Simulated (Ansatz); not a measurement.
A structure relaxed at PBE0-D4/def2-TZVP, charge 0, multiplicity 1:

```xyz
12

C     1.3709    1.4032    0.3177
C     0.2557    0.4672    0.0009
N    -0.7890    0.8414   -0.6524
Si   -1.7896   -0.6299   -0.7592
Si    0.0514   -1.4028    0.4286
H     2.3072    1.0294   -0.1086
H     1.1618    2.4004   -0.0730
H     1.5216    1.4555    1.4006
H    -3.1100   -0.4722   -0.0931
H    -2.0214   -1.0619   -2.1634
H    -0.0223   -1.7188    1.8840
H     1.0637   -2.3115   -0.1821
```

Q: Give its formula and SMILES.

A: C2H7NSi2, `CC1=N[SiH2][SiH2]1`.

Q: Point group (tolerance 0.08 Å, 0.16 Å for H)?

A: Cs.

Q: Summarise the bond lengths by kind.

A: 1 × C–C 1.490 Å; 3 × C–H 1.091 to 1.095 Å; 1 × C–N 1.288 Å; 1 × C–Si 1.929 Å; 1 × N–Si 1.782 Å; 1 × Si–Si 2.323 Å; 4 × H–Si 1.487 to 1.491 Å.

Program: Ansatz 0.2.0.
